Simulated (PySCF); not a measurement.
# Electronic structure of Ga⁺ (gallium, charge +1) at the UHF level

Configuration: [Ar] 3d10 4s2, closed-shell 1S. All numbers are calculated (PySCF 2.14, scalar relativity through the core potential, in aug-cc-pVDZ-PP with ECP10MDF).

```json
{
 "Total energy": "-258.088334 hartree",
 "One-electron energy": "-457.0478 hartree",
 "Hartree (Coulomb) energy": "220.5165 hartree",
 "Exchange energy": "-21.5570 hartree",
 "⟨S²⟩": "0.0000",
 "⟨L²⟩": "0.000",
 "Sum of ⟨r⟩": "17.94 bohr",
 "Sum of ⟨r²⟩": "24.51 bohr²",
 "Time after the integrals": "0.05 s of wall time on 1 thread of Intel(R) Xeon(R) 6975P-C (shared host)"
}
```

```tsv
shell	electrons	mean orbital energy (eV)	rms radius, mean of both spins (bohr)
3s	2	-187.65	0.701
3p	6	-132.68	0.739
3d	10	-39.955	0.891
4s	2	-19.031	2.48
```

Energies and moments cover only the electrons outside the core potential.
